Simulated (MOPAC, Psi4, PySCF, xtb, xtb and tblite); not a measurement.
Two geometries of Si(H)(NMe2)3, SMILES CN(C)[SiH](N(C)C)N(C)C (C6H19N3Si), relaxed at GFN2-xTB with one dihedral held; other torsions can differ between them too.

Structure A

```
29

Si    -0.4305    -0.2125    -0.4324
N     -1.0430     1.1603     0.4150
C     -2.1461     1.9685    -0.0246
C     -0.5801     1.5152     1.7315
N      1.2212     0.0972    -0.8187
C      1.6951     1.4302    -1.0875
C      2.0391    -0.9061    -1.4523
N     -0.4075    -1.7057     0.4314
C      0.6129    -2.0634     1.3826
C     -1.6108    -2.4724     0.6123
H     -1.3413    -0.4167    -1.5674
H     -1.8575     3.0257    -0.0771
H     -2.9955     1.8865     0.6654
H     -2.4668     1.6475    -1.0110
H     -1.3702     1.3703     2.4798
H      0.2723     0.8976     1.9987
H     -0.2749     2.5683     1.7665
H      2.7112     1.5524    -0.6984
H      1.7169     1.6435    -2.1639
H      1.0423     2.1501    -0.6052
H      2.0749    -0.7651    -2.5399
H      1.6324    -1.8903    -1.2450
H      3.0647    -0.8528    -1.0718
H      0.2630    -1.9319     2.4152
H      1.4901    -1.4427     1.2294
H      0.8952    -3.1152     1.2569
H     -1.3916    -3.5421     0.5295
H     -2.0612    -2.2942     1.5976
H     -2.3351    -2.2028    -0.1506
```

Structure B

```
29

Si    -0.3968     0.0234    -0.3883
N     -0.4409     1.4226     0.6085
C      0.6242     2.3816     0.7178
C     -1.6832     1.9026     1.1484
N      1.1188    -0.0058    -1.2028
C      1.3667     0.9159    -2.2793
C      1.9708    -1.1628    -1.2604
N     -0.5259    -1.3881     0.5903
C     -0.8800    -1.3459     1.9841
C     -0.8168    -2.6630    -0.0107
H     -1.5190     0.0838    -1.3585
H      0.7840     2.6527     1.7673
H      0.3942     3.3021     0.1643
H      1.5375     1.9504     0.3225
H     -2.0290     2.8001     0.6194
H     -2.4435     1.1330     1.0565
H     -1.5693     2.1610     2.2073
H      2.4071     1.2569    -2.2552
H      1.1862     0.4525    -3.2578
H      0.7123     1.7763    -2.1799
H      1.8085    -1.7443    -2.1784
H      1.7747    -1.7959    -0.4019
H      3.0210    -0.8538    -1.2410
H     -1.9541    -1.5186     2.1362
H     -0.6193    -0.3751     2.3912
H     -0.3339    -2.1201     2.5328
H     -0.2543    -3.4577     0.4908
H     -1.8843    -2.9084     0.0627
H     -0.5403    -2.6448    -1.0604
```

Question: Which is lower in energy at the level B3LYP-D3(BJ)/def2-SVP // GFN2-xTB run with Psi4, and by how much?

Answer: A is lower, by 2.87 kcal/mol (dihedral N5–Si1–N2–C3: 120° in A, 0° in B).

E(B) − E(A) in kcal/mol at the other levels, on the same two geometries: GFN2-xTB (xtb and tblite) -1.22; B3LYP/def2-SVP // GFN2-xTB (Psi4) 3.24; PBE/def2-SVP // GFN2-xTB (Psi4) 3.30; PBE-D3(BJ)/def2-SVP // GFN2-xTB (Psi4) 3.10; AM1, restricted, heats of formation // GFN2-xTB (MOPAC) 2.18; PM6, restricted, heats of formation // GFN2-xTB (MOPAC) 3.19; GFN1-xTB // GFN2-xTB (xtb) 1.35; restricted B3LYP/6-31G*, spherical d, density fitting // GFN2-xTB (PySCF) 3.51; restricted M06-2X/6-31G*, spherical d, density fitting // GFN2-xTB (PySCF) 2.59; restricted BP86/6-31G*, spherical d, density fitting // GFN2-xTB (PySCF) 3.66; restricted B3LYP/3-21G, density fitting // GFN2-xTB (PySCF) 4.45.
